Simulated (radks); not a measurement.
Excited configurations of Li III: one electron is placed in a higher orbital outside the bare nucleus. The ground configuration is 1s1. All-electron calculation, non-relativistic Kohn-Sham, PBE, spin-polarised, spherical densities, point nucleus; open shells are filled with parallel spins first. Program: a radial shooting solver on a logarithmic mesh with Libxc functionals. Excitation = E - E(ground); binding = E(ion) - E, where the ion is the core of charge +3; n* = 3/sqrt(2 binding) in atomic units, and the quantum defect is n - n*.

outer orbital,excitation (eV),binding (eV),n*,quantum defect,eigenvalue (eV),<r> (bohr)
3s,107.94,14.161,2.941,0.059,-12.310,4.370
3p,108.03,14.073,2.950,0.050,-12.050,4.070
3d,108.34,13.763,2.983,0.017,-11.289,3.473
4f,114.26,7.842,3.952,0.048,-6.416,5.901
5s,116.88,5.229,4.839,0.161,-4.603,12.03
6s,118.44,3.667,5.779,0.221,-3.244,17.28
6f,118.46,3.649,5.793,0.207,-3.157,15.40
7d,119.39,2.717,6.713,0.287,-2.397,22.48
7f,119.39,2.712,6.719,0.281,-2.374,21.55

The Delta-SCF ionisation energy is 122.11 eV (NIST Atomic Spectra Database: 122.45 eV, theoretical). Self-interaction in the functional shifts the binding energies and quantum defects, so they are the method's values and not measured ones.
